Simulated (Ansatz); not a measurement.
Stepwise reaction of `[CH3][Ga]([SH])[SH]` with ammonia, as a gas-phase model of exchange steps in deposition or etching. ΔE in kJ/mol.

Calculated with Ansatz (gas phase, PBE0-D4/def2-TZVP geometries, no zero-point term in ΔE). CBS: MP2 limit from def2 TZ/QZ plus the TZ coupled-cluster correction, frozen cores. This one scheme is used for every species. DFT in def2-TZVPP. B3LYP here is the variant with VWN-RPA as its local correlation; programs differ in this. For Ga outer-core shells are correlated without core-valence functions, which leaves a few kJ/mol of doubt a bond. Scalar relativity is left out up to krypton. One conformer a species, not always the lowest.

| step | reaction | PBE-D4 | B3LYP-D4 | ωB97M-V | CCSD(T)/CBS |
| --- | --- | --- | --- | --- | --- |
| 1 | `[CH3][Ga]([SH])[SH]` + NH₃ → `[CH3][Ga]([NH2])[SH]` + H₂S | 62.6 | 57.9 | 56.0 | 54.5 |
| 2 | `[CH3][Ga]([NH2])[SH]` + NH₃ → `[CH3][Ga]([NH2])[NH2]` + H₂S | 65.7 | 61.0 | 59.8 | 57.1 |

By hand: ΔE of the 2 steps together at CCSD(T)/CBS.

(54.5) + (57.1) = 111.6 kJ/mol, or 55.8 kJ/mol a step.

In ΔE the steps differ by no more than 2.6 kJ/mol. All are uphill at CCSD(T)/CBS. PBE-D4 differs from CCSD(T)/CBS by 8.1 to 8.6 kJ/mol a step. Only this route is followed, and other bonds may react first. Isolated molecules leave out the surface, adducts and barriers. Largest T1 diagnostic: 0.012.
